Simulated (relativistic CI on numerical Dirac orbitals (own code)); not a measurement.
## Ni³⁺ in a cubic cluster: L2,3 absorption with charge transfer

Computed with a charge-transfer multiplet model of a cubic metal-ligand cluster with up to 2 ligand holes, Slater and spin-orbit integrals from Dirac-Coulomb-Breit ions, Slater integrals scaled by 0.8. The ground state mixes d7 with configurations of k ligand holes L, whose averages lie at kΔ + k(k − 1)U_dd/2; a core hole lowers each added d electron by U_cd. 20 K, Lorentzian 0.4 eV and Gaussian 0.3 eV FWHM.

Atomic integrals in eV (Slater integrals scaled, ζ unscaled), ground: F2dd 10.578, F4dd 6.603, zeta_d 0.089; with the core hole: F2dd 11.178, F4dd 6.982, zeta_d 0.114, zeta_core 11.406, F2cd 6.704, G1cd 5.115, G3cd 2.909.

Cluster parameters (eV): Δ = 1.5, U_dd = 8.2, 10Dq = 0.5, 10Dq(ligand) = 0.1, V(eg) = 1.65, V(t2g) = -0.82, final-state hopping factor = 0.9.

```
         Case   n_d    d7   d8L  d9L2     S
U_cd = 7.4 eV  7.26  0.75  0.24  0.01  1.50
U_cd = 8.6 eV  7.26  0.75  0.24  0.01  1.50
U_cd = 9.2 eV  7.26  0.75  0.24  0.01  1.50
U_cd = 9.8 eV  7.26  0.75  0.24  0.01  1.50
 U_cd = 11 eV  7.26  0.75  0.24  0.01  1.50
```

Weights, n_d and S are thermal averages at 20 K. Photon energies count from the first peak over 30 % of the highest in each spectrum, which can be another peak from case to case. The parameters are a model scan and need not match a compound or its usual spin state. Peaks in eV (height, largest 100):
- U_cd = 7.4 eV: 0.0 (43), 1.1 (90), 1.9 (99), 2.9 (100), 4.6 (14), 19.9 (37), 21.4 (7)
- U_cd = 8.6 eV: 0.0 (45), 1.1 (87), 1.9 (96), 2.8 (100), 5.7 (8), 19.8 (32)
- U_cd = 9.2 eV: 0.0 (48), 1.1 (88), 1.8 (99), 2.6 (100), 4.3 (17), 5.5 (13), 19.7 (30)
- U_cd = 9.8 eV: 0.0 (50), 1.1 (89), 1.8 (100), 2.5 (97), 5.3 (19), 7.4 (5), 19.6 (27), 20.2 (23)
- U_cd = 11 eV: 0.0 (53), 1.0 (90), 1.6 (100), 2.0 (87), 4.1 (28), 4.8 (32), 5.8 (22), 7.4 (11), 19.3 (20), 20.2 (26), 22.9 (9)

Curve for U_cd = 9.2 eV (points under 2 left out, the grid thinned):

```
E (eV)  Intensity
  -1.9        2.0
  -1.6        2.6
  -1.3        3.4
  -0.9        5.9
  -0.6       11.1
  -0.3       29.5
   0.0       47.7
   0.3       39.7
   0.6       70.0
   1.0       87.4
   1.3       81.7
   1.6       86.8
   1.9       93.0
   2.2       69.0
   2.6      100.0
   2.9       67.7
   3.2       36.9
   3.5       25.6
   3.8       19.5
   4.1       17.1
   4.5       16.5
   4.8       12.9
   5.1       10.8
   5.4       12.6
   5.7       11.6
   6.1        7.0
   6.4        5.2
   6.7        3.2
   7.0        2.9
   7.3        3.3
   7.6        3.0
   8.0        2.2
   8.3        2.1
  18.4        3.0
  18.7        7.1
  19.0       16.8
  19.4       25.0
  19.7       30.4
  20.0       25.6
  20.3       21.2
  20.6       15.0
  20.9       12.4
  21.3        5.7
  21.6        3.1
  21.9        2.2
```

For the case U_cd = 9.2 eV, Δ = 1.5 eV is smaller than U_dd = 8.2 eV, the charge-transfer side of the Zaanen-Sawatzky-Allen scheme. With the core hole the configuration with one ligand hole lies at Δ + U_dd − U_cd = 2.3, 1.1, 0.5, -0.1, -1.3 eV from the one without, in the order of the table; where this is negative the screened configuration lies lower, though the effective hopping of about 2.1 eV (from the holes of the mixed ground state) mixes the two strongly wherever it is as large as the gap.
